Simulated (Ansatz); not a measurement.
`F[SiH2]S[SiH2]Cl` → Cl• + F• + 4 H• + S• + 2 Si•  (atomization)

Isolated molecules relaxed with PBE0-D4/def2-TZVP in Ansatz; ΔE leaves out vibrations. CCSD(T)/CBS adds triple-zeta CCSD(T) − MP2 to the extrapolated MP2 energy (def2 sets, frozen cores). This one scheme is used for every species, atoms too. DFT in def2-TZVPP. Open shells (•) are unrestricted, without spin–orbit coupling. Spin–orbit coupling would lower the free atoms: a little for Cl, F, S, Si. One conformer a species, not always the lowest.

`F[SiH2]S[SiH2]Cl`:

Cartesian coordinates in Å:
```
F -1.686 -1.039 -1.538
Si -0.120 -0.759 -1.420
S 0.242 1.234 -0.783
Si 0.066 0.898 1.311
Cl 1.814 0.188 2.115
H 0.426 -1.723 -0.439
H 0.471 -0.900 -2.767
H -0.985 -0.105 1.588
H -0.228 2.206 1.932
```

| level | ΔE (kJ/mol) | difference from CCSD(T)/CBS |
| --- | --- | --- |
| PBE-D4 | 2955.1 | -17.3 |
| PBE0-D4 | 2927.8 | -44.6 |
| B2PLYP | 2902.6 | -69.8 |
| PBE | 2927.1 | -45.3 |
| r2SCAN | 2963.5 | -8.9 |
| PBE0 | 2903.8 | -68.6 |
| CCSD/def2-TZVPP | 2828.3 | -144.1 |
| MP2/def2-QZVPP | 2990.7 | 18.3 |
| SCS-MP2/def2-QZVPP | 2977.9 | 5.5 |
| CCSD/CBS(def2) | 2929.0 | -43.4 |
| CCSD(T)/CBS | 2972.4 | 0 |

Largest T1 diagnostic among the species: 0.012.

The D4 term adds +45.8 kJ/mol with B3LYP and +24.0 kJ/mol with PBE0; it sums over pairs of atoms, weighted by their polarisabilities, and B3LYP, whose exchange is more repulsive, gets the larger term. From PBE to PBE0 (25 % exact exchange), in def2-TZVPP and without D4, ΔE moves by −23.3 kJ/mol: exact exchange takes away binding that semilocal exchange gives to molecules.

B3LYP here is the variant with VWN-RPA as its local correlation; programs differ in this.

For atomizations the MP2-based limit and the directly extrapolated one differ by several kJ/mol either way, and by 10 to 25 for some Ge, Se and Sn compounds, so smaller differences from it don't rank the levels.
